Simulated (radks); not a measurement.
Task: Valence configurations of the arsenic ion As+ (all share [Ar]). All-electron calculation, scalar-relativistic Kohn-Sham, PBEsol, spin-unpolarised, spherical densities, point nucleus. Program: a radial shooting solver on a logarithmic mesh with Libxc functionals. Order these by energy: 3d10 4s2 4p2; 3d8 4s1 4p5; 3d10 4p4; 3d9.5 4s2 4p2.5; 3d8 4s2 4p4; 3d9 4s2 4p3; 3d9 4s1.5 4p3.5; 3d10 4s0.5 4p3.5; 3d10 4s1 4p3; 3d10 4s1.5 4p2.5.

Result: From the lowest, in eV above it: 3d10 4s2 4p2 0.000; 3d10 4s1.5 4p2.5 5.035; 3d10 4s1 4p3 10.115; 3d10 4s0.5 4p3.5 15.238; 3d9.5 4s2 4p2.5 19.666; 3d10 4p4 20.403; 3d9 4s2 4p3 41.671; 3d9 4s1.5 4p3.5 47.162; 3d8 4s2 4p4 92.992; 3d8 4s1 4p5 104.86. NIST lists [Ar] 3d10 4s2 4p2 as the ground configuration; this level of theory agrees among the configurations tried. The energies are those of spherical spin-averaged densities, not of single terms.
